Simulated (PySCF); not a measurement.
## Al+: excitation energy

Al+ [Ne] 3s2 (1S) → Al+ [Ne] 3p2 (3P), as a difference of total energies. Calculation: PySCF 2.14, in dyall-av3z (19s12p3d2f, 84 functions); no relativity, point nucleus. Correlated levels: valence: [Ne] frozen; virtual orbitals above 40 to 60 times the deepest correlated orbital energy dropped. The calculations carry no spin-orbit coupling.

```
           method  excitation energy (eV)
              UHF                  10.619
              LDA                  10.589
              PBE                  10.363
             PBE0                  10.555
           r2SCAN                  10.157
             MN15                  10.548
          r2SCAN0                  10.446
           revPBE                  10.238
           PBEsol                  10.293
    MP2 (valence)                  11.232
SCS-MP2 (valence)                  11.498
```

Errors of the correlated levels include the incompleteness of this basis and the frozen core.

Problem. Which method comes closest to the reference value, and which is furthest?

Solution. The reference is 11.680 eV (measured; NIST levels, between the centres of gravity of the two terms). Closest: SCS-MP2 (valence) (error -0.182 eV); furthest: r2SCAN (error -1.523 eV).
